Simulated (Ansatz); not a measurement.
Basis sets compared for InI3. Charge 0, multiplicity 1. Geometry PBE0-D4/def2-SVP. Ansatz on 2 threads of AMD EPYC 7R13 on a shared host; times are rough, and most runs start from earlier orbitals.

```xyz
4

In    0.000    0.000    0.000
I    -1.403   -1.579   -1.611
I     2.137   -0.950    1.260
I    -0.734    2.529    0.352
```

In the def2 sets I, In take a core potential; there is no spin–orbit coupling.

Binding counts from free atoms (In doublet, I doublet) in the same basis, without a counterpoise term.

```tsv
level	functions	energy (Eh)	HOMO (eV)	LUMO (eV)	binding per atom (eV)	wall time
PBE-D4/def2-SVP	104	-1083.3686	-6.62	-3.83	1.97	1.3 s
PBE0-D4/def2-SVP	104	-1083.4488	-7.80	-3.16	1.95	2.6 s
```

(1) Estimate the rows for PBE-D4/def2-TZVP, PBE0-D4/def2-TZVP.

Results:

(1) 
```csv
level,functions,energy (Eh),HOMO (eV),LUMO (eV),binding per atom (eV),wall time
PBE-D4/def2-TZVP,200,-1083.4061,-6.71,-3.86,1.99,2.8 s
PBE0-D4/def2-TZVP,200,-1083.4836,-7.85,-3.15,1.97,6 s
```
